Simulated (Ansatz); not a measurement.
C$_{6}$H$_{10}$AlFO$_{2}$ (`CC1=CC(C)=[O+][Al-]([CH3])([F])[O]1`). Total charge 0; spin multiplicity 1.

Z-matrix (Å, degrees):
```
C
C 1 1.490
H 1 1.088 2 112.5
H 1 1.093 2 108.9 3 121.8
H 1 1.093 2 109.0 3 -121.9
O 2 1.274 1 115.6 3 179.6
C 2 1.395 1 120.6 3 0.1
Al 6 1.822 2 126.5 1 173.5
C 7 1.395 2 123.1 1 178.3
H 7 1.080 2 118.5 1 -0.4
F 8 1.665 6 106.6 2 -97.8
O 8 1.822 6 95.2 2 11.2
C 8 1.939 6 113.2 2 129.2
C 9 1.490 7 120.6 2 -178.3
H 13 1.094 8 111.5 6 66.9
H 13 1.094 8 111.5 6 -173.7
H 13 1.094 8 112.1 6 -53.4
H 14 1.093 9 109.0 7 122.2
H 14 1.093 9 108.9 7 -121.5
H 14 1.088 9 112.5 7 0.2
```

(1) Give the diagnostics of a CCSD(T)/def2-TZVPP run (frozen core, the Gaussian-basis code of Ansatz). (An estimate is asked.)

Results:

(1) Ansatz gave: T1 = 0.0151, largest single amplitude 0.047, largest double 0.049, (T) share of the correlation energy 4.0 %, 12 CCSD cycles. The RHF solution is stable towards an unrestricted one. T1 lies under the customary mark of 0.02 for closed shells.
